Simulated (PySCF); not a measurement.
Gas-phase reaction: 4 InI + O2 → 2 In2O + 2 I2, at 1800 K and a standard pressure of 1 bar. Level: M06-2X/def2-TZVP†.

Method: PySCF energies plus ideal-gas RRHO corrections (1 bar). † marks an energy on the PBE0/def2-TZVP geometry and frequencies. Open shells (unrestricted): O2 (multiplicity 3); the rest are closed-shell singlets. I, In: scalar-relativistic def2 core potential, no spin-orbit coupling. The harmonic model lacks anharmonicity and excited electronic states, which grow with temperature; levels with a mode under 35 cm⁻¹ are left out. Soft modes under 120 cm⁻¹ make the harmonic entropy rough for In2O.

```tsv
species	E (Ha)	H(1800 K) − E (kJ/mol)	S°(1800 K) (J/mol/K)
InI	-487.78225	67.4	334.6
O2	-150.32713	69.6	263.5
In2O	-455.44593	112.7	413.3
I2	-595.27762	67.4	326.9
```
E: electronic energy; H − E holds the zero-point and thermal terms. 1 Ha = 2625.5 kJ/mol.

Q: Work out ΔH°, ΔS°, ΔG° and log10 K from these numbers.

A: 1. ΔE = 2×(-455.44593) + 2×(-595.27762) − 4×(-487.78225) − 1×(-150.32713) = 0.00903 Ha = 23.7 kJ.
2. Δ(H − E) = 2×(112.7) + 2×(67.4) − 4×(67.4) − 1×(69.6) = 21.0 kJ, so ΔH° = 44.7 kJ.
3. ΔS° = 2×(413.3) + 2×(326.9) − 4×(334.6) − 1×(263.5) = -121.5 J/K; the number of gas molecules changes by -1.
4. ΔG° = ΔH° − TΔS° = 44.7 − 1800×(-121.5)/1000 = 263.4 kJ.
5. log10 K = −ΔG°/(RT ln 10) = -7.64, with RT ln 10 = 34.46 kJ/mol; at standard pressures the reactants are favoured.
6. A shift of 10 kJ in ΔE would move log10 K by 0.29 here.
For scale, ΔH°(298 K) is 25 kJ at this level, -5 kJ at ωB97M-V/def2-TZVP†, and runs from -223 to 174 kJ over the 18 levels computed.
